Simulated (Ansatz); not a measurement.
CH$_{7}$FSSi$_{2}$ (`C[SiH2]S[SiH2]F`). Total charge 0; spin multiplicity 1.

```xyz
12

C    -0.855    1.412   -0.952
Si   -0.799   -0.445   -0.868
S     1.221   -1.166   -0.653
Si    1.436   -0.888    1.427
F     1.336    0.663    1.817
H    -1.884    1.756   -1.087
H    -0.460    1.846   -0.031
H    -0.255    1.778   -1.788
H    -1.292   -1.065   -2.124
H    -1.596   -0.949    0.282
H     0.362   -1.570    2.183
H     2.785   -1.371    1.795
```

(1) What are the harmonic wavenumbers in cm⁻¹ at PBE0-D4/def2-TZVP (Ansatz, finite differences of forces, unscaled)? (An estimate is asked.)

(2) Is this a minimum?

(3) Give the ideal-gas thermochemistry at 298.15 K and 1 bar (rigid rotor, harmonic oscillator; point group C1, symmetry number 1).

(4) Rotational constants (cm⁻¹)?

Answers

(1) The calculation gave: 28, 59, 135, 174, 184, 262, 470, 479, 535, 606, 684, 695, 741, 747, 863, 874, 890, 923, 939, 951, 1278, 1442, 1450, 2217, 2235, 2253, 2266, 3052, 3138, 3149.

(2) Yes, all 30 modes are real.

(3) Zero-point energy 201.7 kJ/mol; H(298) − E = 226.4 kJ/mol; entropy 388.4 J/(mol·K), of which translation 169.2, rotation 118.1, vibration 101.2; G(298) − E = 110.6 kJ/mol. Modes under 100 cm⁻¹ are hindered rotations or soft bends, so the harmonic entropy is rough.

(4) 0.1121, 0.05501, 0.0422.
